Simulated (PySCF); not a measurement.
# Relaxation of triplet FPtN

Computed with PySCF, UPBE0, basis Pt def2-TZVP with ECP60, N def2-TZVP, F def2-TZVP (scalar-relativistic core potentials, no spin–orbit coupling, density fitting). A (50,194) grid was used.

A hand-made bent start, of Cs symmetry, held to at least that symmetry:

```xyz
3
charge 0 multiplicity 3, angstrom
Pt   -0.0411    0.0000   -0.1500
N    -1.4500    0.0000    0.8366
F     1.4907    0.0000    0.9226
```

Optimiser trace:
| step | E − E(last) (kJ/mol) | largest gradient (Eh/bohr) |
| --- | --- | --- |
| 0 | 31.50 | 0.01651 |
| 1 | 19.21 | 0.01990 |
| 2 | 7.09 | 0.01900 |
| 3 | 2.54 | 0.01036 |
| 4 | 0.75 | 0.00204 |
| 5 | 0.35 | 0.00498 |
| 6 | 0.15 | 0.00041 |
| 7 | 0.09 | 0.00027 |
| 8 | 0.04 | 0.00020 |
| 9 | 0.01 | 0.00016 |
| 10 | 0.00 | 0.00005 |

It ends at Cs with Pt–F 1.911 Å, Pt–N 1.686 Å; F–Pt–N 158.9° (after a last refinement on a finer grid). A frequency run shows a minimum. Other isomers or separated fragments may lie lower.

Final geometry:
```xyz
3
charge 0 multiplicity 3, angstrom
Pt   -0.0539    0.0000   -0.0215
N    -1.7202    0.0000    0.2378
F     1.8136    0.0000    0.3834
```

With open d or f shells other occupations or spin states may lie lower. At this level a singlet minimum of C∞v symmetry lies 84 kJ/mol below this structure. Spin–orbit coupling, left out here, can matter for elements this heavy.
